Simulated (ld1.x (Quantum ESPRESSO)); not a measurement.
**Sr (Z = 38): TM semilocal pseudisation with PBE, scalar-relativistic reference atom.**

| Property | Result |
| --- | --- |
| Element | strontium |
| Generator | ld1.x (Quantum ESPRESSO) 7.5 |
| Type | norm-conserving Troullier–Martins (semilocal form) |
| Functional | PBE |
| Relativity | scalar-relativistic |
| Frozen core | [Ar] 3d10 |
| Valence charge | 10 |
| Reference configuration | 4s2 4p6 4d0 5s1.5 5p0.5 |
| Partial waves | 4s (bound): rc 2.15 bohr; 4p (bound): rc 2.50 bohr; 4d (bound, empty): rc 3.80 bohr |
| Local potential | the d channel |
| Core correction | none |

Occupied shells without a wave of their own: 5p, 5s. They enter only through the test configuration that unscreens the potential.

Poles of the logarithmic derivatives, all-electron (AE) and pseudo (PS). s: poles at 0.5, 4.0 (AE) and 0.2, 3.0 (PS) Ry. p: poles at -1.7, 1.1, 4.8 (AE) and -1.7, 1.0, 4.4 (PS) Ry. d: poles at 0.1, 2.4 (AE) and 0.1, 2.7 (PS) Ry. Test radius 4.08 bohr.

- Cutoffs needed: 18 Ry and 40 Ry (the cutoffs (Ry, on a coarse ladder) from which the occupation-weighted sum of valence levels, in a spherical-Bessel basis at the reference potential, stays within 10 and 1 mRy of its value at 400 Ry)
- Ghost test: no extra level below or beside the all-electron valence levels (s, p, d tested); the semilocal form is local in each channel, so this says nothing of the separable form that plane-wave codes build from it (spherical-Bessel basis up to 400 Ry, 20 bohr box)
- Largest excitation error: -1650 meV (all-electron minus pseudo) for 4s2 4p6 4d0 5s0 5p0, out of 7 test configurations
